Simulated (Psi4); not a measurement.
aniline (C$_{6}$H$_{7}$N), singlet, at a GFN2-xTB geometry; Psi4 1.11 with MP2/6-31G**.

The Psi4 input:
```
memory 2 GB

molecule mol {
0 1
  N     2.268988   -0.345892    0.265817
  C     0.917563   -0.127182    0.079782
  C     0.323849    1.057849    0.514889
  C    -1.039183    1.242650    0.394148
  C    -1.835761    0.255796   -0.162554
  C    -1.253095   -0.922917   -0.597837
  C     0.109102   -1.116157   -0.480961
  H     2.687806   -1.059439   -0.308465
  H     2.839303    0.474259    0.394079
  H     0.942922    1.830400    0.949498
  H    -1.483093    2.166981    0.734960
  H    -2.900666    0.404576   -0.257713
  H    -1.864921   -1.698503   -1.035709
  H     0.560878   -2.037269   -0.822171
}

set basis 6-31g**
set reference rhf
set freeze_core true
set mp2_type conv
set scf_type pk
set puream true
set d_convergence 1e-8

energy('mp2')
print_variables()
```

Write the output that Psi4 gives for this input, abridged.


```
   => Loading Basis Set <=

    Name: 6-31G**
    Role: ORBITAL
    Keyword: BASIS

         ---------------------------------------------------------
                                   SCF
               by Justin Turney, Rob Parrish, Andy Simmonett
                          and Daniel G. A. Smith
                              RHF Reference
         ---------------------------------------------------------

  ==> Geometry <==

    Molecular point group: c1
    Full point group: C1

    Geometry (in Angstrom), charge = 0, multiplicity = 1:

       Center              X                  Y                   Z               Mass
    ------------   -----------------  -----------------  -----------------  -----------------
         N            2.277253215240    -0.345016798096     0.262124303333    14.003074004430
         C            0.925828215240    -0.126306798096     0.076089303333    12.000000000000
         C            0.332114215240     1.058724201904     0.511196303333    12.000000000000
         C           -1.030917784760     1.243525201904     0.390455303333    12.000000000000
         C           -1.827495784760     0.256671201904    -0.166246696667    12.000000000000
         C           -1.244829784760    -0.922041798096    -0.601529696667    12.000000000000
         C            0.117367215240    -1.115281798096    -0.484653696667    12.000000000000
         H            2.696071215240    -1.058563798096    -0.312157696667     1.007825032230
         H            2.847568215240     0.475134201904     0.390386303333     1.007825032230
         H            0.951187215240     1.831275201904     0.945805303333     1.007825032230
         H           -1.474827784760     2.167856201904     0.731267303333     1.007825032230
         H           -2.892400784760     0.405451201904    -0.261405696667     1.007825032230
         H           -1.856655784760    -1.697627798096    -1.039401696667     1.007825032230
         H            0.569143215240    -2.036393798096    -0.825863696667     1.007825032230

  Running in c1 symmetry.

  Rotational constants: A =      0.18966  B =      0.08805  C =      0.06020 [cm^-1]
  Rotational constants: A =   5685.88228  B =   2639.57144  C =   1804.75804 [MHz]
  Nuclear repulsion =  273.219540166340892

  Charge       = 0
  Multiplicity = 1
  Electrons    = 50
  Nalpha       = 25
  Nbeta        = 25

  ==> Algorithm <==

  SCF Algorithm Type is PK.
  DIIS enabled.
  MOM disabled.
  Fractional occupation disabled.
  Guess Type is SAD.
  Energy threshold   = 1.00e-08
  Density threshold  = 1.00e-08
  Integral threshold = 1.00e-12

  ==> Primary Basis <==

  Basis Set: 6-31G**
    Blend: 6-31G**
    Number of shells: 63
    Number of basis functions: 133
    Number of Cartesian functions: 140
    Spherical Harmonics?: true
    Max angular momentum: 2

  ==> Integral Setup <==

  Using in-core PK algorithm.
   Calculation information:
      Number of atoms:                  14
      Number of AO shells:              63
      Number of primitives:            140
      Number of atomic orbitals:       140
      Number of basis functions:       133

      Integral cutoff                 1.00e-12
      Number of threads:                 1

  Performing in-core PK
  Using 79414832 doubles for integral storage.
  We computed 1704874 shell quartets total.
  Whereas there are 2033136 unique shell quartets.

  ==> DiskJK: Disk-Based J/K Matrices <==

    J tasked:                  Yes
    K tasked:                  Yes
    wK tasked:                  No
    Schwarz Cutoff:          1E-12

  Minimum eigenvalue in the overlap matrix is 4.4249242383E-04.
  Reciprocal condition number of the overlap matrix is 7.7502628530E-05.
    Using symmetric orthogonalization.

  ==> Pre-Iterations <==

  SCF Guess: Superposition of Atomic Densities via on-the-fly atomic UHF (no occupation information).

   -------------------------
    Irrep   Nso     Nmo
   -------------------------
     A        133     133
[...]
  @RHF Final Energy:  -285.74635427506666
    Total Energy =                       -285.7463542750666647
  DIE_IF_NOT_CONVERGED          => (empty)
[...]
  PARENT_SYMMETRY               => (empty)
  PCG_BETA_TYPE                 => (empty)
  PCG_CONVERGENCE               => (empty)
  PCG_MAXITER                   => (empty)
  PCM                           => (empty)
  PE                            => (empty)
  PRINT                         => (empty)
  PRINT_NOONS                   => (empty)
  PROPERTIES                    => (empty)
  PROPERTIES_ORIGIN             => (empty)
  PUREAM                        => TRUE            !
  QC_MODULE                     => (empty)
  RAS1                          => (empty)
  RAS2                          => (empty)
  RAS3                          => (empty)
  RAS4                          => (empty)
  RELATIVISTIC                  => (empty)
  RELAXED                       => (empty)
  REMP_A                        => (empty)
  RESTRICTED_DOCC               => (empty)
  RESTRICTED_UOCC               => (empty)
  RMS_MOGRAD_CONVERGENCE        => (empty)
  R_CONVERGENCE                 => (empty)
  SCF_TYPE                      => PK              !
  SCREENING                     => (empty)
  SCS_TYPE                      => (empty)
  SOCC                          => (empty)
  SOS_TYPE                      => (empty)
  SPIN_SCALE_TYPE               => NONE            !
  SS_SCALE                      => (empty)
  SYMMETRIZE                    => (empty)
  TPDM_ABCD_TYPE                => (empty)
  WFN                           => (empty)
  WFN_TYPE                      => OMP2            !
  WRITER_FILE_LABEL             => (empty)
  ZORA_BASIS_TOLERANCE          => (empty)
  ZORA_NR_DEBUG                 => (empty)
  ZORA_PRUNING_SCHEME           => (empty)
  ZORA_RADIAL_POINTS            => (empty)
  ZORA_SPHERICAL_POINTS         => (empty)

 ==============================================================================
 ==============================================================================
 ==============================================================================

                             MP2
                    Program Written by Ugur Bozkaya,
              Additional Contributions by J. P. Misiewicz

 ==============================================================================
 ==============================================================================
 ==============================================================================

	MO spaces per irreps...

	IRREP   FC    OCC   VIR  FV
	==============================
	   A     7    18   108    0
	==============================

	Cost of iabc is    240 MB
	Cost of abcd is   1032 MB
	Switching to the incore algorithm for iabc..
	Switching to the incore algorithm for abcd..

	Computing MP2 energy using SCF MOs (Canonical MP2)...
	==============================================================================
	Nuclear Repulsion Energy (a.u.)    :   273.21954016634089
	SCF Energy (a.u.)                  :  -285.74635427506666
	REF Energy (a.u.)                  :  -285.74635427506666
	Alpha-Alpha Contribution (a.u.)    :    -0.12340257283079
	Alpha-Beta Contribution (a.u.)     :    -0.70348406617499
	Beta-Beta Contribution (a.u.)      :    -0.12340257283079
	Scaled_SS Correlation Energy (a.u.):    -0.08226838188719
	Scaled_OS Correlation Energy (a.u.):    -0.84418087940999
	SCS-MP2 Total Energy (a.u.)        :  -286.67280353636380
	SOS-MP2 Total Energy (a.u.)        :  -286.59053515447664
	SCSN-MP2 Total Energy (a.u.)       :  -286.18073133143105
	SCS-MP2-VDW Total Energy (a.u.)    :  -286.77021645260140
	SOS-PI-MP2 Total Energy (a.u.)     :  -286.73123196771166
	MP2 Correlation Energy (a.u.)      :    -0.95028921183656
	MP2 Total Energy (a.u.)            :  -286.69664348690321
	==============================================================================

  Variable Map:
  ----------------------------------------------------------------------------
[...]
  Array Variable Map:
  ----------------------------------------------------------------------------
[...]
[...]
```
